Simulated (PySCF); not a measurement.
## Mayer bond orders and bond lengths

Species: C7H10.
Atom-mapped SMILES: `[CH2:1]=[C:2]1[CH2:3][CH2:4]/[C:5]1=[CH:6]\[CH3:7]` (hydrogens: H8, H9 on C1; H10, H11 on C3; H12, H13 on C4; H14 on C6; H15, H16, H17 on C7)

Structure used (GFN2-xTB), in Å, numbered top down from 1:
```xyz
17
C7H10 angstrom
C     -1.619   -1.880    0.476
C     -1.074   -0.675    0.528
C     -1.433    0.601    1.253
C     -0.198    1.268    0.608
C      0.095   -0.045   -0.083
C      1.041   -0.455   -0.919
C      2.161    0.398   -1.412
H     -1.193   -2.667   -0.122
H     -2.511   -2.120    1.030
H     -2.390    1.029    0.958
H     -1.399    0.527    2.339
H      0.566    1.590    1.314
H     -0.427    2.093   -0.066
H      1.023   -1.474   -1.282
H      3.119   -0.040   -1.132
H      2.135    0.462   -2.500
H      2.099    1.401   -0.999
```

Bond orders from the PBE0/pcSseg-1 density (PySCF). Isolated species at its GFN2-xTB geometry, gas phase.

Where do the orders between heavy atoms depart from those drawn in the SMILES?

The largest departure is 0.171, at C5–C6 (drawn double, 1.829).

Set the Mayer orders of the bonds beside their lengths.

```
  bond  drawn as  length (Å)  Mayer order
 C1–C2    double       1.323        2.008
 C2–C3    single       1.511        1.045
 C3–C4    single       1.544        1.084
 C4–C5    single       1.512        1.063
 C5–C6    double       1.327        1.829
 C6–C7    single       1.492        1.088
 C5–C2    single       1.462        1.011
 C1–H8    single       1.077        0.918
 C1–H9    single       1.077        0.924
C3–H10    single       1.089        0.929
C3–H11    single       1.089        0.929
C4–H12    single       1.089        0.927
C4–H13    single       1.089        0.927
C6–H14    single       1.082        0.934
C7–H15    single       1.090        0.948
C7–H16    single       1.090        0.948
C7–H17    single       1.087        0.966
```

Bonds between the same two heavy elements. C–C: lowest C5–C2 (1.011, 1.462 Å), highest C1–C2 (2.008, 1.323 Å); in 6 of the 21 pairs the longer bond (by over 0.003 Å) has the higher order (by 0.02 or more).

Sum the orders of all bonds at each heavy atom with more than one neighbour and set the sums beside the valence in the SMILES.

C1 3.850 (drawn 4), C2 4.064 (drawn 4), C3 3.987 (drawn 4), C4 4.001 (drawn 4), C5 3.903 (drawn 4), C6 3.851 (drawn 4), C7 3.950 (drawn 4). Orders between atoms that aren't bonded are not in these sums.

Mayer orders depend on the basis set.
